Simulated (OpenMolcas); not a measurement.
## O⁺: CASPT2 settings compared

```
Program             : OpenMolcas
Basis               : ANO-R1 [3s2p1d]
Scalar Hamiltonian  : X2C, finite nucleus
Active space        : 5 electrons in 4 orbitals (2s 2p)
State averaging     : 2S+1 = 4 odd, 1 root; 2S+1 = 2 odd, 8 roots kept (CI in the orbitals of an earlier block); 2S+1 = 4 even, 3 roots; 2S+1 = 2 even, 9 roots kept (CI in the orbitals of an earlier block)
Spin-orbit coupling : state interaction with AMFI integrals over the reference wave functions, term energies averaged over their components
```

Methods on the same reference wave functions:
A. CASSCF
B. SS-CASPT2, IPEA 0.3 Eh, real shift 0.25 Eh (closed shells correlated: 1s)
C. SS-CASPT2, IPEA 0 Eh, sigma1 regulariser 0.05 Eh (closed shells correlated: 1s)

Energies in cm-1 above 2s2 2p3 4S* 3/2, the measured ground level; measured values from NIST Handbook of Basic Atomic Spectroscopic Data.

| Level | A | B | C | Measured |
| --- | --- | --- | --- | --- |
| 2s2 2p3 4S* 3/2 | 0.0 | 0.0 | 0.0 | 0.0 |
| 2s2 2p3 2D* 3/2 | 30849 | 29070 | 29250 | 26831 |
| 2s2 2p3 2D* 5/2 | 30852 | 29070 | 29250 | 26811 |
| 2s2 2p3 2P* 3/2 | 42047 | 42560 | 42930 | 40468 |
| 2s2 2p3 2P* 1/2 | 42051 | 42560 | 42930 | 40470 |
| 2s 2p4 4P 5/2 | 122163 | 120090 | 120470 | 119837 |
| 2s 2p4 4P 3/2 | 122312 | 120240 | 120620 | 120000 |
| 2s 2p4 4P 1/2 | 122400 | 120330 | 120710 | 120083 |
| 2s 2p4 2D 3/2 | 179773 | 170880 | 170170 | 165996 |
| 2s 2p4 2D 5/2 | 179774 | 170880 | 170170 | 165988 |
| 2s 2p4 2S 1/2 | 209958 | 203210 | 201980 | 195710 |
| 2s 2p4 2P 3/2 | 234386 | 223060 | 221360 | 212594 |
| 2s 2p4 2P 1/2 | 234564 | 223240 | 221540 | 212762 |

Deviations, from unrounded energies. A percentage is the sum of absolute deviations over the sum of measured energies, with the sign that they share, or ± where signs differ.

```json
{"Against measurement": "mean absolute deviation (cm-1)", "Levels": "12", "A": "8600", "B": "4000", "C": "3700"}
{"Against measurement": "other terms of the ground configuration (%)", "Levels": "4", "A": "+8.3", "B": "+6.4", "C": "+7.3"}
{"Against measurement": "other configurations (%)", "Levels": "8", "A": "+7.0", "B": "+3.0", "C": "+2.6"}
```

C lies closest to measurement on these levels and A furthest from it. The largest miss of C in the table is 2s 2p4 2P 1/2, by +8800 cm-1. The ranking rests on the paired levels alone, and a cruder setting can come out closer through cancelling errors.

Between B and C the level of the table that moves most is 2s 2p4 2P 3/2, by 1700 cm-1 (lowest in C, highest in B). Moves below CASPT2's spread within the term are not significant.

From A to B the spin-free energies of the other terms of 2s2 2p3 shown, above 4S*, scale by factors of 0.94 to 1.01.

The lowest spin-free term lies below A's lowest term by 0.070 hartree in B, 0.077 hartree in C.

CASPT2 breaks the degeneracy within a term, and the mean is taken; among the terms shown or strongly mixed into the levels shown the widest spread is 180 cm-1 (2s 2p4 2D, B). Terms from blocks run as CI alone lack orbitals of their own. Without dynamic correlation excited terms often stand tens of per cent too high (terms of higher spin than the ground term too low), and those without a measured partner can miss by more than the paired ones (holds for A). Computed and measured levels are paired by configuration, term and J; levels that our copy of the source lacks, or whose pairing is in doubt (as where it misses far off the trend of its configuration), stay unpaired and out of the deviations. Levels of configurations outside the active space are missing.

* marks odd parity.
